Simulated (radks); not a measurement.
Ionisation of neutral tantalum, [Xe] 4f14 5d3 6s2, to [Xe] 4f14 5d3 6s1 as the strength of local exchange is varied. All-electron calculation, Dirac Kohn-Sham, Slater X-alpha exchange (alpha = 2/3 is LDA exchange), no correlation, spin-unpolarised, spherical densities, finite nucleus; open shells are shared between the two j in proportion to 2j + 1; Fermi nuclear charge, rms radius 5.3507 fm. Program: a radial shooting solver on a logarithmic mesh with Libxc functionals.

alpha  E(Ta) (hartree)  exchange (hartree)  IE (eV)  -e of the level emptied (eV)  <r> of it (bohr)
0.608      -15580.4450           -273.4369    7.380                 4.391 (6s1/2)             3.381
0.648      -15598.4457           -291.7941    7.611                 4.593 (6s1/2)             3.352
0.667      -15607.0039           -300.5295    7.723                 4.691 (6s1/2)             3.339
0.751      -15644.9017           -339.2710    8.230                 5.142 (6s1/2)             3.279
0.813      -15672.9380           -367.9930    8.617                 5.492 (6s1/2)             3.234
0.867      -15697.4009           -393.0966    8.962                 5.808 (6s1/2)             3.197
1.028      -15770.5808           -468.4264   10.038                 6.804 (6s1/2)             3.087
1.042      -15776.9616           -475.0111   10.135                 6.895 (6s1/2)             3.077

NIST Atomic Spectra Database: 7.550 eV (measured). The Delta-SCF value meets it near alpha = 0.64. Spin polarisation and multiplet splitting are left out, so open shells lie too high by an amount that depends on their filling. Sharing an open shell by 2j + 1 raises it above the true ground level by a part of the spin-orbit splitting, which enters the differences from NIST.

Beside tabulated values, note that spin-unpolarised runs miss the spin-polarisation part of the exchange energy of open shells.
